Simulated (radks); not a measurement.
Task: Valence configurations of Ar+ (all share [Ne]). Method: scalar-relativistic Kohn-Sham, PBE, spin-unpolarised, spherical densities, point nucleus; computed with a radial shooting solver on a logarithmic mesh with Libxc functionals. Order these by energy: 3s1 3p6; 3s2 3p5; 3s1.5 3p5.5.

Result: From the lowest, in eV above it: 3s2 3p5 0.000; 3s1.5 3p5.5 7.299; 3s1 3p6 14.616. NIST lists [Ne] 3s2 3p5 as the ground configuration; this level of theory agrees among the configurations tried. The energies are those of spherical spin-averaged densities, not of single terms.
